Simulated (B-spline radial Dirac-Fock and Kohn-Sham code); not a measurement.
# Subshell photoionisation cross sections of Ni⁺ against photon energy

System: nickel as Ni⁺, configuration [Ar] 3d9.

Input file task.json (cfg lists n, l and occupation; rrms is the nuclear radius in fm):

```json
{"items": [{
  "Z": 28,
  "q": 1,
  "cfg": [[1, 0, 2], [2, 0, 2], [2, 1, 6], [3, 0, 2], [3, 1, 6], [3, 2, 9]],
  "A": 58,
  "rrms": 3.7757,
  "do": ["binding", "quiet", "photo"],
  "hv": [30.6, 43.5, 67.9, 71.8, 77.1, 100.0, 147.0, 216.0, 255.0, 506.0, 647.0, 908.0, 989.0, 1050.0, 5770.0, 15500.0, 18600.0, 48800.0, 70000.0, 80900.0, 120000.0, 129000.0, 133000.0, 150000.0]
}]}
```

Command: `python xray_run.py task.json out`

The computed values come from a B-spline atomic structure program: independent-particle photoionisation in a Dirac-Hartree-Slater potential with a Latter tail, all multipoles, thresholds from Dirac-Fock ΔSCF. Values are in kb; a dash marks an energy below the computed threshold.

```
hν (eV)        2s     2p1/2     2p3/2     3p1/2     3d3/2
   30.6         –         –         –         –      4060
   43.5         –         –         –         –      3970
   67.9         –         –         –         –      3500
   71.8         –         –         –         –      3400
   77.1         –         –         –         –      3250
    100         –         –         –       194      2590
    147         –         –         –       235      1500
    216         –         –         –       262       716
    255         –         –         –       238       492
    506         –         –         –      99.7      77.9
    647         –         –         –      64.0      36.7
    908         –       357       720      32.0      12.3
    989         –       294       573      26.5      9.21
   1050       124       250       491      23.2      7.52
   5770      4.86      1.86      3.47     0.228    0.0115
  15500     0.428    0.0668     0.120   0.00882  0.000160
  18600     0.264    0.0351    0.0627   0.00468  7.10e-05
  48800    0.0178   0.00106   0.00179  0.000146  8.89e-07
  70000   0.00617  0.000281  0.000460  3.90e-05  1.74e-07
  80900   0.00401  0.000165  0.000267  2.29e-05  9.13e-08
 120000   0.00122  3.92e-05  6.09e-05  5.48e-06  1.60e-08
 129000  0.000984  3.02e-05  4.66e-05  4.22e-06  1.17e-08
 133000  0.000897  2.70e-05  4.16e-05  3.79e-06  1.02e-08
 150000  0.000624  1.76e-05  2.68e-05  2.47e-06  6.11e-09
```

At 150000 eV the multipoles beyond E1 give 36.5 % of 2s, 51.3 % of 2p1/2, 48.4 % of 2p3/2, 51.2 % of 3p1/2, 68.9 % of 3d3/2.

Run: 4.2 s of CPU time on 1 thread of Neoverse-V2 (shared host), peak memory 0.38 GiB.
